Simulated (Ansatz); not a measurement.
Energy needed to pull apart AlBH₃Br (SMILES [BH2][AlH][Br]), singlet, into free ground-state atoms, from the structure below (at a frame of a short PBE0-D4/def2-SVP trajectory); no zero-point or spin–orbit terms; open-shell atoms are treated unrestricted, in their ground-state multiplicity.

```tsv
atom	x (Å)	y (Å)	z (Å)
B1	-0.7462	0.3165	-0.8886
Al2	0.5522	-0.0680	0.6722
Br3	1.2197	-2.0900	1.4358
H4	-1.0113	-0.6386	-1.6600
H5	-1.1863	1.4290	-1.1926
H6	1.3133	1.0482	1.6275
```

Program: Ansatz 0.2.0. Basis: def2-TZVPP. Cores are frozen in the correlated methods. Filled d shells of the heavier atoms are correlated. The def2 sets are not built for correlating such inner shells, so the correlated values are less sure here.

```json
{"method": "PBE-D4", "atomization energy (eV)": "?"}
{"method": "r2SCAN-D4", "atomization energy (eV)": "17.11"}
{"method": "PBE0-D4", "atomization energy (eV)": "?"}
{"method": "wB97M-V", "atomization energy (eV)": "16.95"}
{"method": "HF", "atomization energy (eV)": "13.39"}
{"method": "MP2", "atomization energy (eV)": "16.69"}
{"method": "CCSD", "atomization energy (eV)": "16.37"}
{"method": "CCSD(T)", "atomization energy (eV)": "16.54"}
```

What does PBE-D4 give? (An estimate is asked for; the value comes from the calculation.)

By the calculation: 16.88 eV, which is about 0.34 eV more than CCSD(T)/def2-TZVPP.

What does PBE0-D4 give? (Judge from chemistry; the value comes from the calculation.)

Computed: 16.87 eV, which is about 0.32 eV more than CCSD(T)/def2-TZVPP.

In triple zeta the MP2 and coupled-cluster atomization energies are still short of their basis limit by a few kcal/mol a bond, whereas those of the functionals are nearly converged, so these differences are not deviations from converged CCSD(T).

The T1 diagnostic stays at or below 0.009.

For scale, one of the runs: CCSD(T)/def2-TZVPP forces, 163 basis functions, launched by `ansatz run in.yaml --threads 2 --pin off --events-out ev --progress --plain --max-ram 3481MiB`. Hardware: 2 CPU threads of an Arm Neoverse V2, shared host. Wall time 2.5 min; peak host memory 2 GiB.
